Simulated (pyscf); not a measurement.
Optimised with ωB97X-D3(BJ)/def2-SVP in PySCF.

How much does it cost (ΔH, 298 K, ωB97M-D3(BJ)/def2-TZVP) to split HO–Si(OH)(OH)–GeH₂–SiH₃ at its Ge–Si bond into HO–Si•(OH)–OH + H₃Si–GeH₂•?

Ge–Si to HO–Si•(OH)–OH + H₃Si–GeH₂•: 75.1 kcal/mol. The 7 functionals that were run give +68.7 (PBE) to +81.0 kcal/mol (ωB97X-D3(BJ)/def2-TZVP). Other isomers of HO–Si•(OH)–OH, H₃Si–GeH₂• were not searched in full and may lie lower. Elements up to Kr have no core potential and no relativistic terms here.
